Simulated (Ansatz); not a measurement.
Geometry optimisation, RKS BHLYP/def2-SVP in Ansatz 0.2.0.

Input:

```yaml
crystal:
  periodic: [false, false, false]
  atoms:
    - { symbol: Al, position_ang: [-0.9618, -1.4378, 0.0969] }
    - { symbol: S, position_ang: [0.7851, -1.207, 2.0602] }
    - { symbol: H, position_ang: [-0.3031, -2.1611, -1.097] }
    - { symbol: H, position_ang: [-2.37, -1.8315, 0.572] }
    - { symbol: H, position_ang: [0.2524, 0.2066, 1.0893] }
    - { symbol: "N", position_ang: [-0.4583, 0.7438, 0.0895] }
    - { symbol: C, position_ang: [0.4232, 1.3187, -0.9159] }
    - { symbol: H, position_ang: [1.7291, -1.4557, 1.1536] }
    - { symbol: H, position_ang: [-1.0562, 1.4505, 0.505] }
    - { symbol: H, position_ang: [1.1001, 2.062, -0.4842] }
    - { symbol: H, position_ang: [-0.1572, 1.7941, -1.71] }
    - { symbol: H, position_ang: [1.0167, 0.5174, -1.3595] }
basis:
  gaussian: { orbitals: def2-SVP }
hamiltonian:
  xc: { name: BHLYP }
relax:
  f_tol: 0.15
  max_steps: 25
  restrain:
    - { distance: [0, 5], at: 3.22, k: 30.0 }
    - { distance: [4, 1], at: 2.66, k: 30.0 }
    - { distance: [0, 1], at: 2.26, k: 30.0 }
    - { distance: [4, 5], at: 1.02, k: 30.0 }
```

Command:

```bash
$ ansatz run input.yaml --threads 2 --pin off --max-ram 3072MiB --backend cpu --events-out ev --progress --plain --runs-dir out
```

Problem. Where does it end, and by what steps?

Solution. The run converged. The restraints hold the end off the free minimum. After 6 steps the energy has fallen by 0.781 eV (the restraints' own energy left out); Al1 moved furthest, 0.72 Å. Parted: Al1–N6. Joined: H5–N6.

| step | energy less start (eV) | largest force component (eV/Å) | accepted |
| --- | --- | --- | --- |
| 0 | 0.0000 | 2.705 | yes |
| 1 | -0.2841 | 5.433 | yes |
| 2 | -0.4190 | 4.186 | yes |
| 3 | -0.3544 | 3.385 | yes |
| 4 | -0.6122 | 1.494 | yes |
| 5 | -0.7583 | 0.814 | yes |
| 6 | -0.7813 | 0.660 | yes |

```xyz
12
Properties=species:S:1:pos:R:3
Al -0.909 -2.101 0.372
S 0.592 -1.678 1.986
H -0.392 -2.509 -1.053
H -2.406 -2.115 0.840
H 0.148 0.706 0.879
N -0.366 1.040 0.068
C 0.503 1.597 -0.945
H 1.664 -1.853 1.187
H -1.049 1.711 0.396
H 1.095 2.469 -0.627
H -0.090 1.894 -1.813
H 1.209 0.840 -1.289
```

Run time: 8.2 s on 2 threads of AMD EPYC 9R45 96-Core Processor (Zen 5), on a shared host, peak memory 0.24 GiB.
